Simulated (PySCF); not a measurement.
Positional isomers: benzothiophene chloro+silyl. Isolated molecules, 0 K electronic values unless said otherwise. Strings in code marks are SMILES.

The S1 excitation (TDA) from two functionals at the same geometries (PBE0-D3(BJ)/def2-SVP), both in PySCF: PBE-D3(BJ)/def2-TZVP and ωB97X-D3(BJ)/def2-TZVP. Excitations are Tamm–Dancoff values on a coarser integration grid. The basis has no diffuse functions, so Rydberg states are missing or too high.

```tsv
species	PBE-D3(BJ)/def2-TZVP (eV)
`[SiH3]c1sc2c(c1)cc(Cl)cc2`	3.97
`c1c(sc2cc(Cl)ccc12)[SiH3]`	4.15
`c1c(c([SiH3])cc2c1ccs2)Cl`	4.04
`[SiH3]c1ccc(Cl)c2ccsc12`	4.14
```

Q: What does ωB97X-D3(BJ)/def2-TZVP give for each?

A: 
- `[SiH3]c1sc2c(c1)cc(Cl)cc2`: 4.80
- `c1c(sc2cc(Cl)ccc12)[SiH3]`: 4.87
- `c1c(c([SiH3])cc2c1ccs2)Cl`: 4.81
- `[SiH3]c1ccc(Cl)c2ccsc12`: 4.89
Over these rows, drawn at random from the members with no instability flagged (it was tested for open shells, ions and some series alone), PBE minus ωB97X-D3(BJ): mean -0.76 eV, from -0.82 eV to -0.72 eV.
